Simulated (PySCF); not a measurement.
## Calculated data, BFH3NSi

Calculation on a computer-drawn molecule: optimised geometry and harmonic frequencies of an isolated molecule of the commonest isotopes, restricted reference for singlets and unrestricted otherwise, frozen core in MP2. Program: PySCF 2.14.0.

## BFH3NSi

Start structure:
```xyz
7
BFH3NSi
F     -1.4081    -0.8380     1.4057
B     -0.9108    -1.2048     0.2206
N     -1.7249    -1.0927    -0.9333
Si    -1.2258    -1.5275    -2.5434
H      0.2091    -1.6174     0.1714
H     -2.6491    -0.7323    -0.7669
H     -2.5394    -1.1583    -3.2120
```

* charge: 0
* multiplicity: 1
* method: MP2
* basis: cc-pV(D+d)Z
* rotational constants: 42.56, 2.484, 2.347 GHz
* total energy: -469.8609 hartree
* convergence status largest gradient component: 2.469e-05 hartree/bohr

Drawn bonds:
```
atom  other atom  order
   1           2      1
   2           3      1
   3           4      1
   2           5      1
   3           6      1
   4           7      1
```

Optimised structure:
```xyz
7
BFH3NSi
F     -1.3897    -0.8398     1.4360
B     -0.9126    -1.2033     0.2265
N     -1.7468    -1.0844    -0.9305
Si    -1.2044    -1.5352    -2.5433
H      0.2107    -1.6232     0.1387
H     -2.6869    -0.7185    -0.7657
H     -2.5193    -1.1667    -3.2197
```

Modes:
```
frequency (cm⁻¹)  reduced mass (dalton)
             127                   5.55
           213.2                  5.337
           384.6                  1.217
           408.5                  10.95
           793.6                  1.764
           799.7                  1.221
           901.9                  1.769
           950.4                  1.496
            1107                  1.294
            1150                  4.438
            1182                  1.431
            1433                   3.92
            2084                  1.043
            2715                  1.096
            3581                  1.075
```
